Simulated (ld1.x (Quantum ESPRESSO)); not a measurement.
## What one change does to a pseudopotential (N (Z = 7), TM)

| Quantity | Value |
| --- | --- |
| Element | N |
| Generator | ld1.x (Quantum ESPRESSO) 7.5 |
| Type | norm-conserving Troullier–Martins (Kleinman–Bylander form) |
| Functional | LDA (PZ) |
| Relativity | scalar-relativistic |
| Frozen core | [He] |
| Valence charge | 5 |
| Reference configuration | 2s2 2p1 (charge +2) |
| Partial waves | 2s (bound): rc 0.95 bohr; 3d channel at 0.1 Ry: rc 1.60 bohr; 2p (bound): rc 1.85 bohr |
| Local potential | the p channel |
| Core correction | a·sin(br)/r model core, default radius (core density twice the valence density) |

Change: local potential all-electron potential smoothed inside 0.80 bohr (lloc = -2).

Cutoffs: the cutoffs (Ry, on a coarse ladder) from which the occupation-weighted sum of valence levels, in a spherical-Bessel basis at the reference potential, stays within 10 and 1 mRy of its value at 400 Ry; they do not see the model core or the augmentation charge, which bear on the density cutoff. Errors are all-electron minus pseudo energies relative to the spin-unpolarised reference configuration.

Problem. How do hardness, ghosts and transferability respond?

Solution. The potential gets neither clearly harder nor softer (55 Ry and 140 Ry → 55 Ry and 140 Ry); of the 9 tests that both files solve, the error grows in 7 and shrinks in 0 by more than 15 % and 0.3 meV (median size 246.1 → 285.2 meV); the range in which the s phases agree widens (upper end -0.2 → 0.8); the range in which the d phases agree widens (upper end 2.7 → at the end of the scan); neither file shows a bound ghost.

| quantity | base | changed |
| --- | --- | --- |
| cutoff, loose | 55 Ry | 55 Ry |
| cutoff, tight | 140 Ry | 140 Ry |
| bound ghosts | none | none |
| error for 2s2 2p3, meV [ΔE -42.70 eV] | +119 | +254 |
| error for 2s2 2p2, meV [ΔE -28.97 eV] | +81 | +117 |
| error for 2s2 2p0, meV [ΔE 47.16 eV] | +272 | +290 |
| error for 2s0 2p5, meV [ΔE -20.25 eV] | +517 | +661 |
| error for 2s1 2p3, meV [ΔE -17.52 eV] | +246 | +285 |
| error for 2s1 2p4, meV [ΔE -31.50 eV] | +304 | +443 |
| error for 2s2 2p2.5, meV [ΔE -37.53 eV] | +116 | +196 |
| error for 2s2 2p1 (spin-polarised), meV [ΔE -0.56 eV] | +13 | +14 |
| error for 2s2 2p3 (spin-polarised), meV [ΔE -45.59 eV] | +246 | +373 |
| s: phases at 2.01 bohr within 0.05 rad from the reference energy up to (Ry; the scan ends near 5) | -0.2 | 0.8 |
| p: phases at 2.01 bohr within 0.05 rad from the reference energy up to (Ry; the scan ends near 5) | -0.5 | 0.1 |
| d: phases at 2.01 bohr within 0.05 rad from the reference energy up to (Ry; the scan ends near 5) | 2.7 | to the end of the scan |
